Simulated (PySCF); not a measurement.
# How methods differ on the electron affinity of Os

Os⁻ [Xe] 4f14 5d7 6s2 (4F) → Os [Xe] 4f14 5d6 6s2 (5D), as a difference of total energies. Computed with PySCF 2.14 in def2-TZVPPD with the def2 core potential (60 electrons) (6s5p3d2f1g, 59 functions), with a scalar-relativistic core potential. Correlated levels: valence and next inner shell: nothing frozen outside the core potential. The calculations carry no spin-orbit coupling.

```tsv
method	electron affinity (eV)
UHF	-0.892
MP2 (valence and next inner shell)	0.521
SCS-MP2 (valence and next inner shell)	0.532
CCSD (valence and next inner shell)	0.413
CCSD(T) (valence and next inner shell)	0.567
```

The reference lies between the lowest fine-structure levels, while these numbers refer to the centres of the terms.

Errors of the correlated levels include the incompleteness of this basis.

A negative affinity means that the anion lies above the atom at that level of theory.

For comparison: 1.078 eV (measured; photodetachment measurements, as compiled on the Wikipedia data page of electron affinities).
